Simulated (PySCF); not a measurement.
# Converging LaSi in the basis (r²SCAN)

PySCF, UKS reference; quartet, unpaired electrons σ ↑↑, π ↑; De to La (5d1 6s2) + Si without counterpoise correction.

```tsv
basis	relativity	functions	Re (Å)	ωe (cm⁻¹)	De (eV)	μ (D)
x2c-SVPall	spin-free X2C	84	2.605	342	2.74	-5.00
def2-TZVPP	scalar-relativistic core potentials	98	2.622	340	2.69	-5.25
x2c-TZVPall	spin-free X2C	118	2.593	342	2.79	-5.14
```

**Question.** How does each smaller set differ from the one with most functions, x2c-TZVPall?

**Answer.** x2c-SVPall: +1.2 pm, +0.0 % in ωe, -0.05 eV in De; def2-TZVPP: +2.9 pm, -0.6 % in ωe, -0.10 eV in De. All at r²SCAN; the set with most functions is neither the basis-set limit nor always the best. The rows treat relativity differently, so the differences are not basis effects alone.

A positive dipole means La(−)Si(+). These are scalar-relativistic numbers at best; spin–orbit coupling would shift them, the dissociation energy most. The state is the lowest single determinant that the PBE0 search found; with open d or f shells the true ground state can be another one.
